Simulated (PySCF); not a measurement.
# Se⁺ (selenium, charge +1) across methods

[Ar] 3d10 4s2 4p2 4d1, one real determinant (an excited configuration). Computed with PySCF 2.14 in aug-cc-pVDZ-DK, with the spin-free X2C one-electron Hamiltonian (Gaussian nucleus).

```tsv
method	E (hartree)	mean ε 4s β (eV)	mean ε 4p α (eV)	mean ε 4d α (eV)	Σ⟨r²⟩ (bohr²)	⟨S²⟩
UHF	-2427.12855	-31.279	-23.450	-6.835	36.48	3.752
wB97X	-2428.901	-31.931	-22.057	-7.178	35.76	3.751
PBE	-2428.539	-27.804	-18.289	-5.048	35.98	3.750
PW91	-2429.052	-27.906	-18.346	-5.071	35.93	3.750
LDA	-2425.260	-28.259	-18.355	-4.913	35.88	3.750
LC-wPBE	-2428.558	-32.109	-22.702	-7.550	35.72	3.751
PBEsol	-2426.838	-27.816	-18.286	-4.987	35.94	3.750
PBE0	-2428.578	-29.011	-19.775	-5.637	35.99	3.751
r2SCAN	-2428.825	-28.095	-18.835	-5.037	36.09	3.751
```

⟨L²⟩ = 7.99 against 12 for a pure F term, so this real determinant mixes terms. The outer electron is Rydberg-like, and this basis confines it to a smaller radius and binds it less than a complete one would.
